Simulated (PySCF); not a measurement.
Mapped SMILES: `[N:1]#[C:2][CH2:3]/[CH:4]=[CH:5]\[SiH2:6][Cl:7]`. Each H is labelled by its parent atom.

PySCF 2.14.0 with density-fitted response routines calculation with geometry: GFN2-xTB and shielding tensors at PBE0/pcSseg-1 (GIAO); rapidly exchanging positions averaged, one conformer, non-relativistic Hamiltonian, no solvent model.

References, each an isolated molecule treated in the same way: TMS for $^{13}$C (σ = 186.93 ppm), $^{1}$H (σ = 31.72 ppm), $^{29}$Si (σ = 349.16 ppm); $^{15}$N (σ = 267.73 ppm) against NH3; $^{35}$Cl (σ = 949.78 ppm) against HCl.

```json
{"atoms": "H(C5)", "nucleus": "$^{1}$H", "count": "1", "δ (ppm)": "6.12"}
{"atoms": "C5", "nucleus": "$^{13}$C", "count": "1", "δ (ppm)": "?"}
{"atoms": "C2", "nucleus": "$^{13}$C", "count": "1", "δ (ppm)": "119.4"}
{"atoms": "C4", "nucleus": "$^{13}$C", "count": "1", "δ (ppm)": "148.4"}
{"atoms": "Cl7", "nucleus": "$^{35}$Cl", "count": "1", "δ (ppm)": "?"}
{"atoms": "C3", "nucleus": "$^{13}$C", "count": "1", "δ (ppm)": "23.8"}
{"atoms": "Si6", "nucleus": "$^{29}$Si", "count": "1", "δ (ppm)": "?"}
{"atoms": "H(Si6)", "nucleus": "$^{1}$H", "count": "2", "δ (ppm)": "5.59"}
{"atoms": "H(C4)", "nucleus": "$^{1}$H", "count": "1", "δ (ppm)": "6.65"}
{"atoms": "N1", "nucleus": "$^{15}$N", "count": "1", "δ (ppm)": "304.5"}
{"atoms": "H(C3)", "nucleus": "$^{1}$H", "count": "2", "δ (ppm)": "2.84"}
```

Q: Estimate the values marked ?.

A: 
- C5: 139.2 ppm, alkene CH; as expected for a trigonal carbon in a double bond
- Si6: -29.0 ppm, silicon bonded to C, Cl, 2 H
- Cl7: -77 ppm, chlorine bonded to Si

Shifts are as computed. Against solution values, carbons near 30 ppm lie about +3 ppm off and those near 130 ppm about +5 ppm. Of 1211 compounds with measured shifts, 218 miss one by over three times the rms of a fit or turn the order of signals round; such compounds aren't used in these exercises. Experimental scales use liquid or dissolved standards, which lie at an offset from isolated NH3 (liquid NH3: subtract about 20 ppm). Unscaled 15N shifts of sp2 nitrogen come out 20 to 40 ppm too high even then.
